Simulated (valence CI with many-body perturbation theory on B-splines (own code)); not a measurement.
## E1 transitions of Ag¹⁵⁺

Method: configuration interaction combined with many-body perturbation theory (CI+MBPT): four valence electrons over a frozen Dirac-Fock core [Ar] 3d10, radial functions for each j: 11 s, 11 p, 10 d, 8 f, 5 g, 2 h, with the one-electron correlation potential Σ1, the two-electron term Σ2, the three-electron term Σ3, Breit, model QED; selected CI, second order for the rest, scaled by the run's own slope (own B-spline code, finite nucleus).

No measured spectrum was set against this ion. As an estimate, levels hold to about 250 cm⁻¹ or 0.2 % of their energy and the worst to 1 %, as in measured heavy ions of charge 2 to 7; those with d or f electrons hold less well. Among the levels kept, up to 490 cm⁻¹ of a level comes from second order outside the variational space, and about a tenth of that is noise between levels of different J, which matters for small intervals.

Lines 201 to 250 of 543 in falling wavelength, among levels below 1436100 cm⁻¹, chosen from the strongest by gf and those to the six lowest levels. Wavelengths and rates use the calculated energies, so an error of 1000 cm⁻¹ moves a line at 199.6 Å by 0.2 % and its rate by three times that or more. Electric multipoles are in the length gauge, E1 and E2 with the static RPA response of the core. Weak lines are less certain than strong ones. Lines between different terms over intervals too small for the method are left out, as are lines whose strength nearly cancels. Where a level lies close to another of its J and parity, the split of strength between their lines is uncertain. The highest levels of a list are the least certain.

Names give the largest LS component (configuration and term), which can be under half, so a name can repeat, a term be missing and a line seem to break the LS rules; names also repeat where a configuration has a term twice. Letters in brackets count levels of one name in rising energy.

| λ vac (Å) | Upper | Lower | A (s⁻¹) | S (a.u.) with core polarisation | S without |
| --- | --- | --- | --- | --- | --- |
| 199.6 | 4s2.4p.4d 3P°_1 | 4s2.4p2 1S_0 | 7.62e+07 | 8.97e-04 | 9.80e-04 |
| 198.8 | 4s.4p3 1P°_1 | 4s2.4p2 3P_1 | 1.53e+10 | 1.78e-01 | 1.94e-01 |
| 198.6 | 4s.4p2.4d 3P_2 [a] | 4s.4p3 3D°_3 | 1.97e+10 | 3.82e-01 | 4.16e-01 |
| 197.8 | 4s.4p2.4d 5F_2 | 4s.4p3 5S°_2 | 2.47e+09 | 4.72e-02 | 5.10e-02 |
| 197.5 | 4s2.4p.4d 3F°_2 | 4s2.4p2 3P_1 | 1.53e+09 | 2.91e-02 | 3.14e-02 |
| 197.0 | 4s2.4p.4f 1F_3 | 4s2.4p.4d 1F°_3 | 3.67e+10 | 9.68e-01 | 1.05e+00 |
| 196.8 | 4s.4p.4d2 5G°_4 | 4s.4p2.4d 5D_3 | 4.87e+09 | 1.65e-01 | 1.79e-01 |
| 196.5 | 4s.4p2.4d 5P_3 | 4s.4p3 3D°_3 | 7.73e+09 | 2.03e-01 | 2.19e-01 |
| 195.7 | 4s.4p.4d2 5G°_5 | 4s.4p2.4d 5F_5 | 3.58e+09 | 1.46e-01 | 1.56e-01 |
| 195.5 | 4p3.4d 1P°_1 | 4p4 1D_2 | 1.37e+10 | 1.52e-01 | 1.65e-01 |
| 195.5 | 4s2.4d2 3P_2 | 4s2.4p.4d 1F°_3 | 1.22e+10 | 2.25e-01 | 2.45e-01 |
| 195.2 | 4s2.4p.4f 1G_4 [a] | 4s2.4p.4d 3F°_4 | 1.10e+10 | 3.65e-01 | 3.97e-01 |
| 194.5 | 4s.4p.4d2 5G°_5 | 4s.4p2.4d 5D_4 | 3.91e+09 | 1.56e-01 | 1.70e-01 |
| 194.2 | 4s.4p2.4d 3P_0 [a] | 4s.4p3 3P°_1 | 4.43e+10 | 1.60e-01 | 1.74e-01 |
| 194.1 | 4s2.4p.4d 3F°_3 | 4s2.4p2 3P_2 | 1.17e+10 | 2.97e-01 | 3.20e-01 |
| 193.1 | 4s.4p2.4d 5F_3 | 4s.4p3 5S°_2 | 5.23e+09 | 1.30e-01 | 1.40e-01 |
| 192.4 | 4s.4p2.4f 5D°_3 [a] | 4s.4p2.4d 5D_4 | 8.28e+09 | 2.04e-01 | 2.21e-01 |
| 192.2 | 4s.4p2.4d 3P_2 [a] | 4s.4p3 3D°_2 | 3.56e+10 | 6.25e-01 | 6.78e-01 |
| 191.6 | 4s2.4p.4f 3D_3 | 4s2.4p.4d 3D°_3 | 1.32e+10 | 3.20e-01 | 3.43e-01 |
| 191.5 | 4s.4p2.4d 3P_2 [b] | 4s.4p3 3S°_1 | 1.91e+10 | 3.32e-01 | 3.59e-01 |
| 191.4 | 4s.4p2.4d 3D_3 [b] | 4s.4p3 3P°_2 | 1.76e+10 | 4.26e-01 | 4.63e-01 |
| 191.3 | 4p3.4d 3D°_1 [b] | 4p4 3P_0 | 1.61e+10 | 1.67e-01 | 1.81e-01 |
| 190.5 | 4s2.4p.4d 1D°_2 | 4s2.4p2 1D_2 | 2.56e+10 | 4.37e-01 | 4.75e-01 |
| 190.4 | 4s2.4p.4f 3F_2 | 4s2.4p.4d 3D°_1 | 9.98e+09 | 1.70e-01 | 1.79e-01 |
| 190.4 | 4s2.4d2 3F_4 | 4s2.4p.4d 1F°_3 | 7.56e+09 | 2.32e-01 | 2.49e-01 |
| 190.2 | 4s.4p2.4f 3G°_3 | 4s.4p2.4d 3F_2 [a] | 5.59e+09 | 1.33e-01 | 1.40e-01 |
| 190.2 | 4s.4p.4d2 5D°_3 | 4s.4p2.4d 5P_3 | 8.67e+09 | 2.06e-01 | 2.22e-01 |
| 190.2 | 4s2.4p.4f 3F_3 | 4s2.4p.4d 1F°_3 | 7.67e+09 | 1.82e-01 | 1.96e-01 |
| 190.1 | 4s.4p2.4d 3D_3 [c] | 4s.4p3 1D°_2 | 9.35e+09 | 2.22e-01 | 2.42e-01 |
| 190.1 | 4s.4p.4d2 5F°_3 | 4s.4p2.4d 5P_2 | 6.43e+09 | 1.53e-01 | 1.63e-01 |
| 189.7 | 4s.4p2.4d 3P_2 [c] | 4s.4p3 1P°_1 | 2.48e+10 | 4.17e-01 | 4.53e-01 |
| 189.6 | 4s.4p2.4d 3P_2 [a] | 4s.4p3 3D°_1 | 1.11e+10 | 1.86e-01 | 2.02e-01 |
| 189.2 | 4s.4p2.4d 3D_1 [b] | 4s.4p3 3P°_2 | 1.84e+10 | 1.85e-01 | 2.01e-01 |
| 188.6 | 4s.4p2.4f 5D°_3 [b] | 4s.4p2.4d 3F_3 [a] | 7.79e+09 | 1.80e-01 | 1.93e-01 |
| 188.5 | 4s2.4p.4f 3G_3 [a] | 4s2.4p.4d 3P°_2 | 1.05e+10 | 2.43e-01 | 2.58e-01 |
| 187.7 | 4p3.4d 3F°_3 [b] | 4p4 1D_2 | 1.09e+10 | 2.49e-01 | 2.67e-01 |
| 187.3 | 4p3.4d 3P°_2 [b] | 4p4 1D_2 | 1.34e+10 | 2.18e-01 | 2.36e-01 |
| 187.2 | 4s.4p2.4d 3S_1 | 4s.4p3 1D°_2 | 6.31e+10 | 6.13e-01 | 6.65e-01 |
| 186.6 | 4s.4p2.4f 5D°_4 | 4s.4p2.4d 5F_4 | 2.16e+10 | 6.23e-01 | 6.74e-01 |
| 186.6 | 4s.4p.4d2 3H°_4 [a] | 4s.4p2.4d 5F_5 | 4.41e+09 | 1.27e-01 | 1.38e-01 |
| 186.0 | 4p3.4d 3P°_2 [a] | 4p4 3P_1 | 1.56e+10 | 2.48e-01 | 2.68e-01 |
| 185.7 | 4s2.4p.4d 3P°_1 | 4s2.4p2 1D_2 | 2.28e+10 | 2.16e-01 | 2.34e-01 |
| 185.6 | 4p3.4d 3D°_2 | 4p4 1D_2 | 8.97e+09 | 1.42e-01 | 1.53e-01 |
| 185.6 | 4s.4p.4d2 5D°_3 | 4s.4p2.4d 3F_3 [a] | 1.34e+10 | 2.95e-01 | 3.20e-01 |
| 185.4 | 4s2.4p.4d 3P°_2 | 4s2.4p2 3P_2 | 4.31e+10 | 6.78e-01 | 7.37e-01 |
| 185.2 | 4s2.4p.4d 3D°_3 | 4s2.4p2 1D_2 | 2.29e+10 | 5.03e-01 | 5.45e-01 |
| 185.0 | 4s.4p2.4d 5D_1 | 4s.4p3 5S°_2 | 2.00e+09 | 1.87e-02 | 2.03e-02 |
| 184.6 | 4s2.4p.4f 3D_2 [a] | 4s2.4p.4d 3D°_3 | 1.35e+10 | 2.09e-01 | 2.26e-01 |
| 184.4 | 4s.4p2.4d 3F_2 [b] | 4s.4p3 3D°_3 | 1.03e+10 | 1.59e-01 | 1.73e-01 |
| 184.4 | 4s.4p2.4f 5G°_3 | 4s.4p2.4d 3F_2 [a] | 7.44e+09 | 1.61e-01 | 1.71e-01 |
